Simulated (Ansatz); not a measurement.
N2O, charge +1, doublet (typed; the unrestricted solution is spin-contaminated), geometry from GFN2-xTB (a state made from the parent by changing its charge; the spin is typed, not shown lowest). Base run: HF/def2-TZVP run with Ansatz (an electronic-structure program).

Input for Ansatz:
Ansatz 0.2 input:
```yaml
crystal:
  periodic: [false, false, false]
  atoms:
    - {symbol: N, position_ang: [-0.00000000, -0.00000000, -1.18125411]}
    - {symbol: N, position_ang: [-0.00000000, -0.00000000, -0.04900305]}
    - {symbol: O, position_ang: [0.00000000, 0.00000000, 1.07647501]}
basis:
  gaussian:
    orbitals: def2-TZVP
hamiltonian:
  xc: hf
total_charge: 1
magnetization: {spin_polarized: true, initial_magnetization: 1}
```

Each row names what was changed in the base input (with any setting that the change needs).

```csv
change,ΔE vs base (kcal/mol)
base,0.000
"point_charge = charge:-1.0 position_ang:1.9092, 3.6519, -0.3258",-80.9
"point_charge = charge:0.5 position_ang:3.2016, -2.5648, 0.4268",39.37
accuracy = high,-0.003
lower_state_search = full,0.000
lower_state_search = off,0.000
lower_state_search = light,0.000
fitting.mean_field = cc-pVTZ-JKFIT,0.097
nuclear_model = gaussian,0.017
"point_charge = charge:1.0 position_ang:4.005, -0.999, 0.0854",78.4
forces = on,0.000
```
